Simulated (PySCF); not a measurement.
Ge2H9NSi.
Geometry (PBE0-D3(BJ)/def2-SVP, Å), atoms numbered from 1 in this order:
```
atom  x, y, z in Å
N1    -1.6793    1.0555   -0.2256
Ge2   -1.5347   -0.7886   -0.2180
Ge3    0.8328   -1.1730   -0.5717
Si4    1.9049    0.8254    0.1633
H5    -1.3989    1.4849   -1.1043
H6    -2.6028    1.4079    0.0155
H7    -2.4391   -1.5098   -1.2530
H8    -1.9661   -1.2393    1.1918
H9     1.1456   -1.4401   -2.0592
H10    1.3245   -2.3926    0.2335
H11    1.5219    1.1175    1.5760
H12    3.3934    0.6897    0.0862
H13    1.4942    1.9650   -0.7118
```

Computed with PySCF at wB97X-D/def2-SVPD, non-relativistic, on one gas-phase PBE0-D3(BJ)/def2-SVP geometry that isn't relaxed in the solvent. The solvent is an IEF-PCM continuum (cavity from Bondi-type radii × 1.2), and excitations are vertical TDDFT with non-equilibrium linear response and a frozen core. Only the electrostatic response of the medium enters. Spin–orbit coupling is left out although an atom past zinc is present.

Gas-phase singlets (H = HOMO, L = LUMO):

| state | E (eV) | λ (nm) | f | leading configuration |
| --- | --- | --- | --- | --- |
| S1 | 6.024 | 206 | 0.008 | H→L 77% |
| S2 | 6.682 | 186 | 0.012 | H-1→L 38% |
| S3 | 6.868 | 181 | 0.214 | H→L+3 32% |
| S4 | 6.952 | 178 | 0.180 | H→L+1 64% |
| S5 | 7.014 | 177 | 0.042 | H→L+2 75% |

**Question.** What are the lowest 5 singlets in cyclohexane (ε = 2.017)?

**Answer.** 
```
state  E (eV)  λ (nm)      f  leading configuration  change by rank (eV)
   S1   6.046     205  0.016                H→L 76%               +0.022
   S2   6.688     185  0.027              H-1→L 37%               +0.006
   S3   6.808     182  0.583              H-1→L 30%               -0.060
   S4   6.918     179  0.128              H→L+1 36%               -0.034
   S5   6.983     178  0.009              H→L+2 60%               -0.031
```

**Question.** What are the lowest 5 singlets in water (ε = 78.36)?

**Answer.** 
| state | E (eV) | λ (nm) | f | leading configuration | change by rank (eV) |
| --- | --- | --- | --- | --- | --- |
| S1 | 6.133 | 202 | 0.023 | H→L 74% | +0.109 |
| S2 | 6.738 | 184 | 0.007 | H→L+3 46% | +0.056 |
| S3 | 6.851 | 181 | 0.502 | H-1→L 44% | -0.017 |
| S4 | 6.941 | 179 | 0.207 | H→L+1 55% | -0.011 |
| S5 | 7.001 | 177 | 0.016 | H→L+2 68% | -0.013 |

**Question.** The ground-state energy changes by -0.138 eV from gas to water. By how much does the total energy of gas-phase S1 change?

**Answer.** E(S1) = E(S0) + excitation energy, so it changes by -0.138 + 0.109 = -0.029 eV: it is lowered less than the ground state, which is what a blue shift means. This is the vertical state, with the slow part of the continuum still set for S0.

**Question.** How do the frontier levels move from gas to water?

**Answer.** 
| orbital | gas (eV) | solvent (eV) | change (eV) | Löwdin shares, gas | Löwdin shares, solvent |
| --- | --- | --- | --- | --- | --- |
| LUMO+2 | 1.80 | 1.88 | +0.08 | Ge3 23 %, Ge2 21 %, Si4 17 %, H10 7 % | Ge3 22 %, Ge2 20 %, Si4 18 %, H10 6 % |
| LUMO+1 | 1.68 | 1.83 | +0.15 | Ge3 32 %, Si4 16 %, Ge2 13 %, H10 11 % | Ge3 32 %, Si4 17 %, Ge2 12 %, H10 10 % |
| LUMO | 1.33 | 1.48 | +0.15 | Ge2 29 %, Ge3 16 %, Si4 13 %, H7 7 % | Ge2 26 %, Ge3 17 %, Si4 16 %, H7 7 % |
| HOMO | -9.14 | -9.05 | +0.09 | N1 33 %, Ge2 20 %, Ge3 16 %, H7 11 % | N1 32 %, Ge2 20 %, Ge3 17 %, H7 11 % |
| HOMO-1 | -9.62 | -9.53 | +0.09 | N1 33 %, Ge3 18 %, Ge2 14 %, Si4 14 % | N1 34 %, Ge3 18 %, Ge2 15 %, Si4 14 % |
| HOMO-2 | -10.35 | -10.26 | +0.09 | Ge3 33 %, Si4 17 %, H9 11 %, Ge2 11 % | Ge3 34 %, Si4 18 %, H9 11 %, Ge2 11 % |
| HOMO-3 | -11.05 | -10.96 | +0.09 | Ge3 25 %, H10 16 %, H9 12 %, Ge2 11 % | Ge3 25 %, H10 16 %, H9 13 %, Ge2 12 % |

The HOMO–LUMO gap goes from 10.47 to 10.53 eV.

wB97X-D is run here without its empirical dispersion term; that term would change no orbital, density or response property at a fixed geometry.
